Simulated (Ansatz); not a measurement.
Start from `F[CH]1[AlH][GeH2]1` and change one atom or group to get `C[CH]1[AlH][GeH2]1`.

Ansatz, PBE0-D4/def2-TZVP geometries, multiplicity 1. 

Scalar relativity is left out up to krypton.

```csv
property,`F[CH]1[AlH][GeH2]1`
HOMO energy (ωB97M-V/def2-TZVPP) / eV,-8.53
LUMO energy (ωB97M-V/def2-TZVPP) / eV,-0.45
LUMO energy (B3LYP/def2-TZVPP) / eV,-2.30
LUMO energy (PBE0/def2-TZVPP) / eV,-2.12
HOMO–LUMO gap (B3LYP/def2-TZVPP) / eV,4.11
HOMO energy (PBE/def2-TZVPP) / eV,-5.61
```

(1) What does the change do to each property? (Best estimate.)

Results:

(1) Ansatz gave: 
```csv
property,`C[CH]1[AlH][GeH2]1`,shift
HOMO energy (ωB97M-V/def2-TZVPP) / eV,-8.01,0.52
LUMO energy (ωB97M-V/def2-TZVPP) / eV,-0.18,0.27
LUMO energy (B3LYP/def2-TZVPP) / eV,-1.99,0.31
LUMO energy (PBE0/def2-TZVPP) / eV,-1.81,0.31
HOMO–LUMO gap (B3LYP/def2-TZVPP) / eV,3.90,-0.21
HOMO energy (PBE/def2-TZVPP) / eV,-5.12,0.49
```

With PBE0 the HOMO rises by 0.53 eV and the LUMO rises by 0.31 eV, so the gap narrows by about 0.22 eV. PBE moves the HOMO by 0.49 eV and ωB97M-V by 0.52 eV.

B3LYP here is the variant with VWN-RPA as its local correlation; programs differ in this.
